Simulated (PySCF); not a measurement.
Job file and geometry (Å, from GFN2-xTB) of an NMR shielding run on `CB(C)S/C=C/C#N`, C5H8BNS, GIAO PBE0/pcSseg-1 NMR shielding, non-relativistic, gas phase in PySCF; density fitting, a coarse starting grid and PySCF grid level 2 are the driver's defaults:

```
$ OMP_NUM_THREADS=1 python probes_run.py task.json out

{"job": {"kind": "nmr", "xc": "PBE0", "basis": "pcSseg-1"}, "charge": 0, "multiplicity": 1}
C     -2.067307     1.076754     1.666798
B     -1.075151     0.448922     0.615387
C     -1.564797     0.029569    -0.825073
S      0.625866     0.253717     1.166327
C      1.499247    -0.418996    -0.191499
C      2.796868    -0.736947    -0.113629
C      3.490866    -1.270202    -1.210367
N      4.062313    -1.707310    -2.105025
H     -1.625003     1.234126     2.648054
H     -2.430218     2.043047     1.315704
H     -2.954107     0.457028     1.795084
H     -1.036537     0.566939    -1.613590
H     -1.409791    -1.032952    -1.016047
H     -2.625270     0.225457    -0.964148
H      0.943254    -0.562412    -1.104254
H      3.362169    -0.597797     0.797252
```

**Question.** What does the program print?

**Answer.** 
```
coarse grid: 14168 points
cycle   1  E = -672.4928715916  dE =  9.645e-01  |g| = 5.507e-01  |ddm| = 3.715e+00
cycle   2  E = -672.3429457571  dE =  1.499e-01  |g| = 9.772e-01  |ddm| = 1.341e+00
cycle   3  E = -672.5615125469  dE = -2.186e-01  |g| = 2.186e-01  |ddm| = 9.392e-01
cycle   4  E = -672.5721788698  dE = -1.067e-02  |g| = 3.995e-02  |ddm| = 1.665e-01
cycle   5  E = -672.5724568526  dE = -2.780e-04  |g| = 1.989e-02  |ddm| = 5.202e-02
cycle   6  E = -672.5725596785  dE = -1.028e-04  |g| = 4.526e-03  |ddm| = 2.098e-02
cycle   7  E = -672.5725647671  dE = -5.089e-06  |g| = 1.386e-03  |ddm| = 5.269e-03
final grid: 132968 points
cycle   8  E = -672.6192197016  dE = -3.881e-05  |g| = 1.045e-02  |ddm| = 4.026e-02
cycle   9  E = -672.6192044627  dE =  1.524e-05  |g| = 1.292e-02  |ddm| = 2.116e-02
cycle  10  E = -672.6192471789  dE = -4.272e-05  |g| = 1.160e-03  |ddm| = 1.275e-02
cycle  11  E = -672.6192474779  dE = -2.990e-07  |g| = 4.608e-04  |ddm| = 1.229e-03
cycle  12  E = -672.6192475206  dE = -4.269e-08  |g| = 1.736e-04  |ddm| = 4.678e-04
cycle  13  E = -672.6192475261  dE = -5.449e-09  |g| = 7.027e-05  |ddm| = 1.726e-04
cycle  14  E = -672.6192475273  dE = -1.232e-09  |g| = 1.594e-05  |ddm| = 7.081e-05
cycle  15  E = -672.6192475274  dE = -5.934e-11  |g| = 3.400e-06  |ddm| = 1.688e-05
converged SCF energy = -672.6192475274

GIAO shielding tensors (ppm)
atom      isotropic    diamagn.    paramagn.     s11        s22        s33       span
  0 C      173.238     252.303     -79.066    153.404    178.405    187.905     34.501
  1 B       25.501     189.944    -164.443    -27.470     -9.609    113.581    141.051
  2 C      177.548     255.183     -77.635    160.186    185.278    187.179     26.993
  3 S      347.765    1059.914    -712.149    164.615    379.680    499.000    334.385
  4 C       27.049     262.116    -235.066    -88.674     21.325    148.497    237.171
  5 C       80.736     252.662    -171.926    -21.737    105.561    158.385    180.123
  6 C       65.359     258.320    -192.962    -50.162    -46.868    293.106    343.269
  7 N      -53.731     339.458    -393.188   -207.752   -180.545    227.106    434.858
  8 H       30.668      30.292       0.376     26.027     30.314     35.662      9.635
  9 H       30.667      29.072       1.595     27.176     28.214     36.610      9.434
 10 H       30.586      29.136       1.450     26.783     28.620     36.355      9.571
 11 H       30.701      32.745      -2.044     26.024     29.975     36.105     10.081
 12 H       30.725      32.652      -1.927     26.066     29.961     36.148     10.082
 13 H       30.395      30.853      -0.459     26.026     29.296     35.861      9.835
 14 H       24.065      35.822     -11.757     20.987     21.200     30.009      9.022
 15 H       26.067      28.341      -2.274     22.472     25.663     30.065      7.593
```

Size and cost of the density-fitted run: 183 basis functions, 2.1 min wall time (72 s CPU) on 1 thread of an Intel Xeon, shared host; peak memory 0.82 GiB.
